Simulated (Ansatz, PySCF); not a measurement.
Species: TeCl4 (charge 0, singlet). 
Structure (B3LYP-D3(BJ)/def2-TZVP (Ansatz, a quantum-chemistry and plane-wave program) minimum search):
```
Te
Cl 1 2.3249
Cl 1 2.3249 2 100.18
Cl 1 2.4633 2 90.06 3 -90.08
Cl 1 2.4633 2 90.06 4 -179.85
```
Charge 0, spin multiplicity 1.

Wanted: atomisation energy (electronic, to ground-state atoms), in kJ/mol. Correlated levels leave the core frozen unless marked. Open shells are spin-unrestricted. No spin-orbit coupling. Frozen are the shells of the preceding noble gas and the d and f shells that filled before the atom's block. In def2 rows, elements after Kr have scalar-relativistic effective core potentials. STO-3G rows are all-electron and non-relativistic. The coupled-cluster limit lacks core correlation, which all-electron functionals hold. Basis-set limits of correlation are two-point, X^-3; Hartree-Fock from the larger set. [CCSD(T)-MP2]/basis is that difference in the basis named.

```tsv
level	program	atomisation energy (kJ/mol)	minus last row
HF-D3(BJ)/def2-TZVPD	PySCF + dftd3	608.8	-349.3
PBE-D3(BJ)/def2-TZVPD	Ansatz + dftd3	1071.1	113.0
r2SCAN-D3(BJ)/def2-TZVPD	Ansatz + dftd3	1006.5	48.4
B2GP-PLYP-D3(BJ)/def2-TZVPD	Ansatz + dftd3	940.6	-17.5
MP2/STO-3G	Ansatz	500.4	-457.7
SCS-MP2/def2-TZVPP	Ansatz	885.5	-72.6
RI-MP2/CBS(def2-TZVPPD,def2-QZVPPD)+[CCSD(T)-MP2]/def2-TZVPPD	Ansatz	958.1	0.0
```
